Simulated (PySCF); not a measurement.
## Which determinant of CBr⁺ lies lowest?

Unrestricted PBE0; basis C def2-TZVPPD, Br def2-TZVPPD; no relativity; PySCF 2.14. Outer shells of the fragments: C+ 2s2 2p1; Br 3d10 4s2 4p5.

Followed along the bond (rough minima from three points):

| 2Ms+1 | unpaired | ⟨S²⟩ at the start | R at minimum (Å) | Te (eV) |
| --- | --- | --- | --- | --- |
| 1 | none | 0.00 | 1.70 | 0.00 |
| 3 | σ ↑, π ↑ | 2.05 | 1.71 | 2.47 |

Solutions found at the starting distance of 1.925 Å, counted from the lowest of them; the search is not exhaustive and high or unbound solutions are not listed, so other states can lie among these:

```tsv
2Ms+1	unpaired	term	E (eV)	⟨S²⟩	⟨Lz²⟩	μ (D)
1	none	¹Σ⁺	0.00	0.00	0.00	-1.90
3	σ ↑, π ↑	³Π	2.30	2.05	1.01	-2.64
3	π ↑↑	mixed	2.71	2.01	2.01	-0.49
1	σ ↑, π ↓	mixed	2.95	1.02	1.02	-2.32
3	π ↑↑	mixed	3.04	2.01	2.01	-0.68
1	π ↑↓	mixed	3.09	1.01	2.01	-0.73
```

A term symbol is given only where ⟨S²⟩ and ⟨Lz²⟩ are close to those of a pure state; real π, δ and φ orbitals otherwise mix terms. A positive dipole points towards Br; it is taken about the centre of mass and depends on that origin.

Counting both spins, an empty level lies below a filled one in some of these solutions, because spin and occupation are held.
